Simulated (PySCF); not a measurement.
Excitation energy of Ga⁺ by level of theory

Ga⁺ [Ar] 3d10 4s2 (1S) → Ga⁺ [Ar] 3d10 4s1 4p1 (3P), as a difference of total energies. All numbers are calculated (PySCF 2.14, the non-relativistic Hamiltonian (point nucleus), in def2-TZVPPD). Correlated levels: valence: [Ar] 3d10 frozen; valence and next inner shell: [Ne] frozen. The calculations carry no spin-orbit coupling.

```json
{"method": "UHF", "excitation energy (eV)": "4.388", "difference from reference (eV)": "-1.598"}
{"method": "LDA", "excitation energy (eV)": "6.238", "difference from reference (eV)": "+0.252"}
{"method": "PBE", "excitation energy (eV)": "5.973", "difference from reference (eV)": "-0.013"}
{"method": "PBE0", "excitation energy (eV)": "5.652", "difference from reference (eV)": "-0.334"}
{"method": "r2SCAN", "excitation energy (eV)": "5.551", "difference from reference (eV)": "-0.435"}
{"method": "BP86", "excitation energy (eV)": "6.025", "difference from reference (eV)": "+0.039"}
{"method": "CAM-B3LYP", "excitation energy (eV)": "5.952", "difference from reference (eV)": "-0.034"}
{"method": "MN15", "excitation energy (eV)": "5.770", "difference from reference (eV)": "-0.216"}
{"method": "B2PLYP", "excitation energy (eV)": "5.699", "difference from reference (eV)": "-0.287"}
{"method": "MP2 (valence)", "excitation energy (eV)": "5.045", "difference from reference (eV)": "-0.941"}
{"method": "SCS-MP2 (valence)", "excitation energy (eV)": "5.232", "difference from reference (eV)": "-0.754"}
{"method": "MP2 (valence and next inner shell)", "excitation energy (eV)": "5.312", "difference from reference (eV)": "-0.674"}
{"method": "SCS-MP2 (valence and next inner shell)", "excitation energy (eV)": "5.471", "difference from reference (eV)": "-0.515"}
```

Reference: 5.986 eV (measured; NIST levels, between the centres of gravity of the two terms).

These non-relativistic numbers lack the scalar-relativistic shift.

Errors of the correlated levels include the incompleteness of this basis and the frozen core.
